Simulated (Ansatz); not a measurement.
ClH5O4Si2 (`O[SiH](O)O[SiH](O)Cl`), relaxed with RKS PBE0-D4/def2-TZVP in Ansatz from a GFN2-xTB geometry. The force threshold is 0.005 eV/Å; the program also tests the step.

Total charge 0; spin multiplicity 1.

Start:

```xyz
12

O     2.441    0.037    0.065
Si    1.120   -0.887    0.090
O     0.839   -1.282    1.637
O    -0.103   -0.034   -0.559
Si   -1.290    1.019   -0.285
O    -2.205    1.116   -1.615
Cl   -2.492    0.301    1.139
H     3.046    0.003    0.801
H     1.228   -2.024   -0.801
H    -0.017   -1.602    1.906
H    -0.752    2.307    0.103
H    -1.814    1.045   -2.481
```

Q: By how much does the energy fall, and how many steps does the optimiser take? (Estimate.)

A: Ansatz gave: 15.12 kJ/mol, in 25 steps, 2 of them rejected.

Q: Which bonds change most? (Estimate.)

A: Ansatz gave: Si5–Cl7 from 1.997 to 2.072 Å; Si2–H9 from 1.448 to 1.471 Å; Si5–H11 from 1.449 to 1.467 Å; Si2–O4 from 1.626 to 1.642 Å.

Q: Give the relaxed structure. (Best estimate.)

A: The calculation gave: 
```xyz
12

O     2.726   -0.380    0.123
Si    1.186   -0.886    0.056
O     0.723   -1.353    1.549
O     0.186    0.306   -0.470
Si   -1.195    1.119   -0.307
O    -1.985    1.295   -1.710
Cl   -2.366    0.055    1.031
H     3.007    0.115    0.894
H     1.146   -1.966   -0.942
H    -0.212   -1.291    1.761
H    -0.985    2.466    0.233
H    -2.230    0.520   -2.219
```
